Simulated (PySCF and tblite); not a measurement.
Results of a calculation; reference values are marked as such.
C₅H₁₀Br₂, numbered as in [CH3:1][C@H:2]([Br:3])[CH2:4][C@H:5]([CH3:6])[Br:7].

Conformers came from 200 starts (ETKDG and KDG, MMFF94s, GFN2-xTB); geometries are GFN2-xTB. Free energies are PBE0-D3(BJ)/pcSseg-1 single points with GFN2-xTB rigid-rotor and vibrational terms (modes under about 100 cm⁻¹ blended into free rotors). Symmetry numbers and mirror images are counted. Conformers within 2.5 kcal/mol (GFN2-xTB free energy) were kept, 7 at most. GIAO shieldings: PBE0/pcSseg-1. Shifts are against TMS (¹H), TMS (¹³C) at the same level. Run with PySCF (density fitting) and tblite.

Question: Predict the averaged NMR shifts at 298.15 K.

Answer: ¹H: 4.66 (H2/H5, 2H), 1.93 (H4, 2H), 1.69 (H1/H6, 6H) ppm. ¹³C: 64.5 (C2/C5), 57.5 (C4), 29.3 (C1/C6) ppm.

Question: How do the conformers differ?

Answer: Torsions listed: Br3–C2–C4–C5, C2–C4–C5–Br7.
```
conformer       shape  weight %
        1    66°, 66°      99.1
        2  177°, 177°       0.6
        3   169°, 84°       0.3
```

```tsv
signal	1	2	3	average
H1/H6	1.69	1.58	1.85	1.69
H2/H5	4.67	4.05	3.95	4.66
H4	1.92	2.58	2.49	1.93
C1/C6	29.3	26.1	30.8	29.3
C2/C5	64.5	60.4	63.4	64.5
C4	57.5	57.0	57.6	57.5
```

Spin–orbit effects of the heavy atoms on shieldings are missing. At a carbon that bears Br the missing effect is some 10 ppm, beside I tens of ppm. Shifts are unscaled: against experiment ¹³C can be off by 15 ppm or more and ¹H by 0.8 ppm.
